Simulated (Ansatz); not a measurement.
Mulliken charges of FH2NSn (`[NH2][Sn][F]`) from PBE/def2-TZVPP in Ansatz (PBE0-D4/def2-TZVP geometry).

```csv
atom,x (Å),y (Å),z (Å),charge (e)
N1,-0.303,0.496,-0.393,-0.541
Sn2,0.339,-0.054,1.423,0.695
F3,0.967,-1.776,0.754,-0.474
H4,-0.747,1.369,-0.629,0.150
H5,-0.206,-0.109,-1.197,0.170
```

Q: By hand: the dipole of these point charges (1 e Å = 4.8032 D).

A: Σ q r = (-0.206, 0.723, 0.546) e Å, of length 0.929 e Å = 4.46 D.

Q: How does the dipole of the full density compare? (Best estimate.)

A: Ansatz gave: (-0.233, 0.535, 0.031) e Å, 2.81 D; the point charges give 1.59 times that, at 34° from its direction.

Point charges leave out the atoms' own dipoles, such as those of lone pairs, and Mulliken's split depends on the basis, so the two needn't agree.
